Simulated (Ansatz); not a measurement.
A nudged elastic band was laid between two geometries of C₄H₈B₂ (14 atoms, charge 0, multiplicity 1).

Theory: RKS PBE0-D4/STO-3G (Ansatz 0.2.0).

| Quantity | Value |
| --- | --- |
| movable images | 5 |
| climbing image | yes |
| spring | 5.0 eV/Å² |
| optimiser | lbfgs |
| start path | IDPP |
| force threshold | 0.05 eV/Å |
| iteration limit | 60 |
| end points | relaxed |
| largest step | 0.02 Å |

First end point:

```xyz
14
Properties=species:S:1:pos:R:3
C -1.528 2.804 0.794
C -1.416 1.605 0.655
B -1.241 0.122 0.479
B 0.159 -0.529 -0.101
C 0.391 -0.696 -1.654
C 1.291 -1.011 0.889
H -1.635 3.872 0.919
H -2.143 -0.577 0.777
H 0.897 0.220 -2.000
H -0.529 -0.789 -2.242
H 1.056 -1.534 -1.896
H 1.078 -2.064 1.133
H 2.290 -0.987 0.436
H 1.317 -0.466 1.839
```

Last end point:

```xyz
14
Properties=species:S:1:pos:R:3
C -0.931 3.138 0.311
C -1.022 1.937 0.449
B -1.106 0.444 0.603
B 0.060 -0.560 0.008
C -0.011 -1.079 -1.481
C 1.262 -1.030 0.919
H -0.855 4.209 0.190
H -2.042 0.002 1.167
H 0.538 -0.348 -2.098
H -1.025 -1.137 -1.891
H 0.487 -2.046 -1.620
H 2.158 -1.287 0.341
H 1.537 -0.318 1.704
H 0.937 -1.953 1.427
```

(1) What changes between the two ends?

(2) What energy profile does the band end with?

(3) What is the geometry of the highest image?

The band took 28 iterations and about 5 core-minutes.

Results:

(1) No bond is made or broken. The dihedral B3–B4–C6–H13 goes from -154 to -29°. The two ends are copies of one structure, up to a mirror image or an exchange of like atoms.

(2) It converged. The highest image is number 3 of 0 to 6, 0.008 eV above the ends, which have the same energy within 2 meV. Another band between the same ends (5 images) ends at a top of the same energy, where a vibrational analysis finds 1 clearly imaginary mode. Limits of this set-up: minimal basis.

| image | path coordinate (Å) | energy (eV) | dihedral B3–B4–C6–H13 (°) |
| --- | --- | --- | --- |
| 0 | 0.00 | 0.000 | -154 |
| 1 | 0.60 | 0.004 | -133 |
| 2 | 1.21 | 0.008 | -111 |
| 3 | 1.81 | 0.008 | -90 |
| 4 | 2.42 | 0.008 | -69 |
| 5 | 3.02 | 0.004 | -48 |
| 6 | 3.63 | 0.000 | -29 |

(3) 
```xyz
14
Properties=species:S:1:pos:R:3:forces:R:3
C -0.956 3.110 0.366 0.00 0.00 0.00
C -1.045 1.905 0.464 0.00 0.00 0.00
B -1.143 0.408 0.558 0.00 0.00 0.01
B 0.042 -0.601 0.008 0.01 0.00 0.00
C 0.055 -1.046 -1.508 0.00 0.00 0.00
C 1.209 -1.075 0.960 0.00 0.00 0.00
H -0.884 4.184 0.280 0.01 0.00 0.00
H -2.119 -0.047 1.038 0.00 0.00 0.00
H 0.611 -0.274 -2.064 0.00 0.00 0.00
H -0.941 -1.099 -1.963 0.00 0.00 0.00
H 0.573 -1.998 -1.675 0.00 0.00 0.00
H 1.630 -2.045 0.669 0.00 0.00 0.00
H 2.024 -0.337 0.876 -0.01 0.01 -0.01
H 0.931 -1.114 2.019 0.00 0.00 0.00
```

Time of the run: 4.9 min on 1 CPU thread of a shared host.
